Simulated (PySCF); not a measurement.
HfFH3, SMILES [F][HfH3], multiplicity 1. Atoms are numbered in the order given.

```xyz
5

Hf     0.0000     0.0000    -0.1808
F      0.0000     0.0000     1.6992
H      1.5229    -0.8793    -0.7587
H      0.0000     1.7585    -0.7587
H     -1.5229    -0.8793    -0.7587
```

Coordinates come from a r2SCAN-D4/def2-TZVP optimisation. The multiplicity is an assumed one; no other spin state was optimised. The structure was generated by enumeration; whether it is a known compound was not checked. The def2 effective core potentials stand for the cores of Hf; spin–orbit coupling is left out.

Computed with CAM-B3LYP/def2-TZVPD (PySCF).

Symmetry labels are those of the subgroup Cs that the program uses (full group C3v).

Computed valence orbital energies around the gap with their symmetry:
| orbital | symmetry | energy (eV) |
|---|---|---|
| HOMO−7 | A' | -38.90 |
| HOMO−6 | A' | -33.34 |
| HOMO−5 | A' | -14.68 |
| HOMO−4 | A' | -14.20 |
| HOMO−3 | A" | -14.20 |
| HOMO−2 | A' | -11.17 |
| HOMO−1 | A' | -9.99 |
| HOMO | A" | -9.99 |
| LUMO | A' | -0.92 |
| LUMO+1 | A" | -0.92 |
| LUMO+2 | A' | -0.46 |
| LUMO+3 | A' | 0.12 |
